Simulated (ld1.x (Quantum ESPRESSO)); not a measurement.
**Scattering properties, TM semilocal potential for Mn (Z = 25)**

ld1.x (Quantum ESPRESSO) 7.5 input, shortened:

```
&input
   title='Mn', zed=25., rel=1, dft='PBE', iswitch=3,
   config='[Ar] 3d5 4s2 4p0'
 /
 &inputp
   pseudotype=1, tm=.true., lloc=0,
   nlcc=.true., new_core_ps=.true., rcore=0.90
 /
3
4P  2  1   0.00   0.00  3.55  3.55  0.0
3D  3  2   5.00   0.00  1.10  1.10  0.0
4S  1  0   2.00   0.00  2.20  2.20  0.0
 &test
   configts(1)='3d5 4s2 4p0'
 /
```

The phase is arctan(r·u′/u) with u = r·R(r), unwrapped; energies in Ry, scanned from -2 to 5 Ry. A pole is an energy at which the radial function vanishes at the test radius. The pseudo phase is shifted by a multiple of π to meet the all-electron one at the reference energy, and phase errors are pseudo minus all-electron; the curves can meet again beyond the range given. Levels narrower than the energy grid can be missing from the lists of poles.

Q: For each channel, where are the poles, and over which energies does the pseudopotential scatter like the atom?

A:

```csv
channel,radius (bohr),reference energy (Ry),"poles, all-electron","poles, pseudo",unbroken range about the reference energy with phases within 0.05 rad,phase error 1 Ry above the reference energy (rad)
s,3.86,-0.38,"0.01, 3.23","0.01, 2.95",below 1.1,-0.007
p,3.86,-0.10,"0.58, 3.89","0.57, 3.37",below 1.3,-0.012
d,3.86,-0.50,"-0.48, 1.64","-0.48, 1.65",below 2.9,+0.006
```

Phases in the s channel:

```csv
E (Ry),all-electron,pseudo
-2.00,1.362,1.362
-1.76,1.342,1.342
-1.52,1.315,1.315
-1.28,1.274,1.274
-1.04,1.205,1.205
-0.80,1.048,1.048
-0.56,0.388,0.387
-0.32,-1.164,-1.164
-0.08,-1.513,-1.514
0.16,-1.640,-1.641
0.40,-1.725,-1.729
0.64,-1.813,-1.820
0.88,-1.938,-1.957
1.12,-2.192,-2.260
1.36,-2.921,-3.174
1.60,-3.948,-4.102
1.84,-4.336,-4.406
2.08,-4.490,-4.534
2.32,-4.572,-4.606
2.56,-4.624,-4.654
2.80,-4.662,-4.691
3.04,-4.692,-4.723
3.28,-4.717,-4.754
3.52,-4.741,-4.786
3.76,-4.764,-4.826
4.00,-4.789,-4.882
4.24,-4.817,-4.981
4.48,-4.853,-5.240
4.72,-4.904,-6.404
4.96,-4.988,-7.401
```
